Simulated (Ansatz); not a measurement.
A displaced shape of doublet H2(+):

```xyz
2

H     0.0227   -0.0298   -0.5175
H     0.0277    0.0405    0.5603
```

It was optimised with HF/def2-SVP in Ansatz (development build ahead of 0.2.0) to forces under 0.001 eV/Å, with unrestricted orbitals. Each step stands on the lowest determinant of that kind that the program's search found.

Q: What shape does it relax to, and how does the optimisation go?

A:

| atom | x (Å) | y (Å) | z (Å) |
| --- | --- | --- | --- |
| H | 0.0227 | -0.0286 | -0.4996 |
| H | 0.0276 | 0.0393 | 0.5425 |

Bond lengths: .

```
step  E − E(start) (eV)  largest force (eV/Å)
   1             0.0000                0.3744
   2             0.0105                0.6901
   3            -0.0065                0.0942
   4            -0.0069                0.0051
   5            -0.0069                0.0000
```

The optimisation ended after 5 steps with its threshold met.
